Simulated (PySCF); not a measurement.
# Radial density of Ar²⁺ (argon, charge +2)

PBE, [Ne] 3s2 3p4, high-spin 3P determinant. Computed with PySCF 2.14 in cc-pVTZ-DK, with scalar relativity by spin-free X2C-1e.

```tsv
r (bohr)	4πr²ρ (e/bohr)	4πr²(ρα − ρβ)
0.00174	0.1695	0.0000
0.00292	0.4365	0.0000
0.00491	1.100	0.0000
0.00826	2.660	0.0001
0.0139	5.966	0.0004
0.0234	11.76	0.0017
0.0393	18.59	0.0090
0.0661	20.67	0.0435
0.111	15.62	0.1608
0.187	16.38	0.3506
0.315	20.88	0.2599
0.529	9.677	0.0211
0.890	4.480	1.1095
1.50	4.129	1.3884
2.52	0.6273	0.2303
4.24	0.01122	0.0037
```

Densities and radii are taken from the X2C orbitals without a picture-change correction, which distorts them close to the nucleus.
